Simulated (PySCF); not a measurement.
Work out the structure from these simulated measurements.

Elements present: C, H, N and O. Monoisotopic mass: 121.0528 u.

* NMR, other nuclei: isotropic shieldings of nuclei other than C and H, by class: 137 (1 N), -83 (1 O) ppm [GIAO PBE0/pcSseg-1]
* 13C NMR: chemical shifts (computed TMS as zero) by class: 154.1 (1 C), 88.5 (1 C), 78.1 (1 C), 72.5 (1 C), 71.5 (1 C), 25.9 (1 C), 5.6 (1 C) ppm [GIAO PBE0/pcSseg-1]
* UV, first state: lowest singlet excitation: 4.07 eV (305 nm, f = 0.000) [TDDFT PBE0/def2-SVPD]
* 1H NMR: chemical shifts (computed TMS as zero) by class: 4.88 (1 H), 3.14 (3 H), 2.20 (3 H) ppm [GIAO PBE0/pcSseg-1]
* Dipole: 4.56 D [PBE0/def2-SVPD]
* Rotational structure: rotational constants A, B, C: 7.758, 0.492, 0.465 GHz [GFN2-xTB]
* Polarisability: 111.2 au [PBE0/def2-SVPD]
* Triplet: lowest triplet excitation (Tamm–Dancoff): 3.49 eV [TDA PBE0/def2-SVPD]
* UV, strongest line: among the 6 lowest singlet transitions: S5 at 5.43 eV (228 nm, f = 0.143) [TDDFT PBE0/def2-SVPD]

The electronic properties come from PySCF, for the isolated species, density fitting. Levels stand in brackets. Isolated species at its GFN2-xTB geometry (one conformer only). NMR values are class means; diastereotopic atoms form classes of their own.

Task: Which formula fits the mass and the elements?

Result: C7H7NO (calculated 121.0528). No other formula that holds each of these elements comes within 0.0003 u with a fitting electron parity and a possible valence count.

Task: What is the compound? Reason from the data.

Result: Numbering: `[CH3:1][C:2]#[C:3][C:4]#[C:5][C:6](=[O:7])[NH:8][CH3:9]`. Its formula, C7H7NO, gives 5 degrees of unsaturation: 0 rings and 5 π bonds in the structure found. 7 carbons fall into 7 classes; from least to most shielded: amide carbonyl carbon [C6] (154.1 ppm), alkyne carbon [C2] (88.5 ppm), alkyne carbon [C4] (78.1 ppm), alkyne carbon [C5] (72.5 ppm), alkyne carbon [C3] (71.5 ppm), N-methyl carbon [C9] (25.9 ppm), propargylic carbon [C1] (5.6 ppm). Hydrogen classes from least to most shielded: 1 H on an amide nitrogen, N8 (4.88 ppm), 3 H on an N-methyl carbon, C9 (3.14 ppm, a mean of values up to 2.0 ppm apart in this geometry), 3 H on a propargylic carbon, C1 (2.20 ppm). The other shieldings belong to: 137 ppm, amide nitrogen [N8]; -83 ppm, amide oxygen [O7]. S1 is mainly HOMO→LUMO (weight 0.97); the largest Löwdin shares of the orbital it empties are 0.20 on each of 2 atoms of one kind (alkyne carbon), 0.18 on the amide oxygen and 0.16 on an alkyne carbon, of the orbital it fills 0.17 on each of 2 atoms of one kind (alkyne carbon), 0.15 on an alkyne carbon and 0.13 on the amide carbonyl carbon. By its constants the optimised geometry is an asymmetric top. Structure: `CC#CC#CC(=O)NC`. Computed isomers that give other values at the same levels: `C#C/C(C=C)=C/NC=O` (rotational constant A: 3.156 GHz; this holds for the one conformer computed); `CC(=O)c1cccnc1` (13C chemical shifts (computed TMS as zero) by class: 199.9 (1 C), 159.5 (1 C), 156.2 (1 C), 142.9 (1 C), 134.9 (1 C), 128.8 (1 C), 28.9 (1 C) ppm); `C=C/C=C\c1ccon1` (rotational constant A: 4.762 GHz; this holds for the one conformer computed). The assignments are read from this structure; whether some other isomer fits the data as well wasn't checked.

Shape of the structure used: `[CH3:1][C:2]#[C:3][C:4]#[C:5][C:6](=[O:7])[NH:8][CH3:9]`: C5–C6–N8–C9 179°.
